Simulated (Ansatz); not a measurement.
Total energies of Hf₃O₁₂H₁₂, a hydroxylated oxide cluster from Ansatz at PBE0-D4/def2-TZVP, gas phase (1 Eh = 27.2114 eV = 2625.5 kJ/mol). The reference geometry is relaxed at PBE-D4/def2-SVP.

```xyz
27

Hf   -1.252   -1.206   -0.472
Hf    2.268    0.131   -1.078
Hf   -0.054    1.626    1.037
O    -3.969   -0.463    1.946
O     0.330    1.592    2.946
O    -0.134   -2.572    0.379
O     0.294    0.247   -0.465
O    -0.724    3.360    0.466
O    -3.219   -1.749   -0.233
O    -1.709    0.361    1.008
O     2.544   -1.676   -0.283
O     2.027    1.738    0.406
O    -1.025   -1.266   -2.417
O     1.599   -0.122   -2.949
O     4.081    0.792   -1.446
H    -3.785   -1.109    2.653
H    -3.906   -1.023    1.106
H     0.568    1.215    3.802
H     0.842   -2.536    0.226
H    -1.160    4.207    0.624
H    -3.831   -2.049   -0.926
H    -2.582    0.213    1.519
H     3.308   -2.272   -0.356
H     2.740    2.305    0.744
H    -0.225   -0.916   -2.876
H     2.104   -0.159   -3.777
H     4.870    1.331   -1.587
```

```csv
state,geometry,energy (Eh)
charge 0 singlet,reference,-1054.30300
charge 1 doublet,reference,-1053.95200
charge -1 doublet,reference,-1054.28009
charge -1 doublet,relaxed at PBE-D4/def2-SVP,-1054.29718
free Hf atom (triplet),–,-47.84253
free O atom (triplet),–,-75.01860
free H atom (doublet),–,-0.50104
```

In the def2 sets Hf takes a core potential; there is no spin–orbit coupling. Single mean-field runs in def2-TZVP are fitted with def2-universal-jkfit.

(1) Work out the vertical ionisation energy to the doublet.

(2) Work out the vertical electron affinity, to the doublet.

(3) Give the fundamental gap IE − EA, the Mulliken electronegativity (IE + EA)/2 and the hardness (IE − EA)/2.

(4) How much does the charge -1 doublet relax, and what is the adiabatic electron affinity?

(5) What is the binding energy per atom against free atoms?

(1) E(charge 1 doublet) − E(charge 0 singlet) = -1053.95200 − (-1054.30300) = 0.35100 Eh = 9.55 eV. For comparison, −ε of the highest occupied level is 7.85 eV at this level, 1.70 eV less.

(2) E(charge 0 singlet) − E(charge -1 doublet) = -1054.30300 − (-1054.28009) = -0.02291 Eh = -0.62 eV; negative, so the extra electron isn't bound. The basis lacks diffuse functions, which makes affinities too small.

(3) From the values in Eh: IE − EA = 0.35100 − (-0.02291) = 0.37391 Eh = 10.17 eV; (IE + EA)/2 = 4.46 eV; (IE − EA)/2 = 5.09 eV. The HOMO–LUMO gap of the same run is 7.41 eV, 2.76 eV smaller than the fundamental gap.

(4) Relaxation: -1054.28009 − (-1054.29718) = 0.01709 Eh = 0.47 eV. Adiabatic electron affinity: -0.00582 Eh = -0.16 eV, without zero-point energy. 

(5) Atoms: 3 × (-47.84253) + 12 × (-75.01860) + 12 × (-0.50104) = -1049.76327 Eh. Binding: -1049.76327 − (-1054.30300) = 4.53973 Eh = 123.53 eV, or 4.58 eV for each of 27 atoms (no zero-point energy, no counterpoise term).

At PBE0-D4/def2-TZVP the highest occupied level of the charge -1 doublet lies above zero (up to 1.74 eV). By energy differences it is unbound by 0.62 eV (vertical, to the charge 0 singlet, at PBE0-D4/def2-TZVP) and held by the finite basis. At PBE0-D4/def2-TZVP the highest occupied level of the relaxed charge -1 doublet lies above zero (up to 0.37 eV). Energy differences disagree on whether the electron is bound (positive means bound): -0.16 eV (each at its own geometry, to the charge 0 singlet, at PBE0-D4/def2-TZVP), but 0.07 eV at PBE-D4/def2-TZVP.
